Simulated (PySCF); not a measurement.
# One molecule, several mistakes: AlBCClH2

Calculated results; nothing here was measured. The program is PySCF 2.14.0, an open-source quantum chemistry code, run on an isolated molecule that a program drew, which may never have been made. The molecule is AlBCClH2 (charge 0, doublet), drawn as the SMILES string `[AlH][CH]=BCl`.

Each row is a Hartree-Fock (HF) and frozen-core CCSD(T) single point in the cc-pV(D+d)Z basis, meant for a local HF minimum. Run 1 is clean. Each other run has one planted mistake out of seven kinds, and not every kind appears here: one electron removed, one electron added, multiplicity raised by two, geometry at a saddle point, minimal basis STO-3G, one bond length entered in bohr, all coordinates scaled. The reference is restricted for singlets and unrestricted otherwise, and also for a bond in bohr. Adding or removing an electron swaps singlet and doublet. Electrons count all cores. HOMO and LUMO are orbital energies over both spins, the gradient is its largest component, and the lowest frequency (negative if imaginary) is given only where the gradient is small. Bond lengths are over the 5 bonds as drawn. T1 is the CCSD diagnostic: over 0.02 (restricted) or 0.045 (unrestricted) a single reference is doubtful.

Geometry of the clean run:
```xyz
6
AlBCClH2, angstrom
Al   -0.6977    0.7831   -0.4591
C     1.0472    0.1550    0.0802
B     1.0848   -1.2175    0.1648
Cl    1.0074   -2.9141    0.2336
H    -1.8137   -0.3265   -0.7230
H     1.8606    0.8406    0.2791
```

```
run,electrons,basis functions,<S^2>,HOMO (eV),LUMO (eV),gradient (hartree/bohr),lowest frequency (cm^-1),mean bond (Å),longest bond (Å),T1,HF (hartree),CCSD(T) (hartree),mistake
1,43,84,0.755,-7.89,1.12,3.2e-05,92,1.5369,1.931,0.0179,-765.11367,-765.55893,no fault
2,43,84,0.754,-7.74,1.28,3.8e-02,-,1.4878,1.870,0.0170,-765.10679,-765.54886,all coordinates scaled
3,44,84,0.000,-0.32,6.63,4.6e-02,-,1.5369,1.931,0.0258,-765.09599,-765.58091,?
4,43,30,0.760,-4.77,6.36,1.1e-01,-,1.5369,1.931,0.0180,-756.44504,-756.61700,?
```

**Which mistake was planted in run 3, and what did it cost?**

It counts 44 electrons, one more than the clean run, at the same geometry and basis. So the mistake is: one electron added. Subtracting run 1 and multiplying by 627.51 kcal/mol a hartree, the energy moved by 11.1 kcal/mol in HF and -13.8 kcal/mol in CCSD(T).

**Which mistake was planted in run 4, and what did it cost?**

It has 30 basis functions where the clean run has 84, with the same electrons and geometry. So the mistake is: minimal basis STO-3G. Subtracting run 1 and multiplying by 627.51 kcal/mol a hartree, the energy moved by 5439.6 kcal/mol in HF and 5611.1 kcal/mol in CCSD(T).

Cautions from the logs. Run 3: T1 is over the limit, so its CCSD(T) energy is less reliable.
